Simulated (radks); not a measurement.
Values are calculated unless marked as measured or tabulated.
Polarisability of the chlorine ion Cl2+, [Ne] 3s2 3p3, at imaginary frequency. Level of theory: non-relativistic Kohn-Sham, LB94 model potential, spin-polarised, spherical densities, point nucleus; open shells are filled with parallel spins first (a radial shooting solver on a logarithmic mesh with Libxc functionals). Response by self-consistent Sternheimer equations with the Hartree and adiabatic LDA kernel.

| w (hartree) | alpha1(iw) (bohr^3) |
|---|---|
| 0.00266 | 5.960 |
| 0.0143 | 5.958 |
| 0.0360 | 5.947 |
| 0.0697 | 5.912 |
| 0.118 | 5.823 |
| 0.186 | 5.633 |
| 0.280 | 5.269 |
| 0.413 | 4.652 |
| 0.605 | 3.746 |
| 0.892 | 2.649 |
| 1.35 | 1.601 |
| 2.12 | 0.8204 |
| 3.59 | 0.3570 |
| 6.94 | 0.1291 |
| 17.5 | 0.03095 |

Static values: alpha1 = 5.960 bohr^3 (0.8832 angstrom^3; uncoupled 9.701). C6 = 21.43, triple-dipole C9 = 94.05 atomic units. One-pole (London) frequency 4 C6 / (3 alpha1^2) = 0.804 hartree, against 1.418 for minus the highest occupied eigenvalue.
